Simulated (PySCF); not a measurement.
CH4Be, SMILES [BeH][CH3].

Coordinates come from a PBE0-D3(BJ)/def2-TZVPD optimisation.

These are B3LYP/def2-TZVPD in PySCF values and carry that method's errors.

Symmetry labels are those of the subgroup Cs that the program uses (full group C3v).

Computed valence orbital energies around the gap with their symmetry:
```tsv
orbital	symmetry	energy (eV)
HOMO−6	A'	-275.78
HOMO−5	A'	-109.26
HOMO−4	A'	-18.36
HOMO−3	A'	-10.62
HOMO−2	A"	-10.62
HOMO−1	A'	-9.14
HOMO	A'	-8.18
LUMO	A'	-0.52
LUMO+1	A"	-0.52
LUMO+2	A'	-0.06
LUMO+3	A'	0.81
```
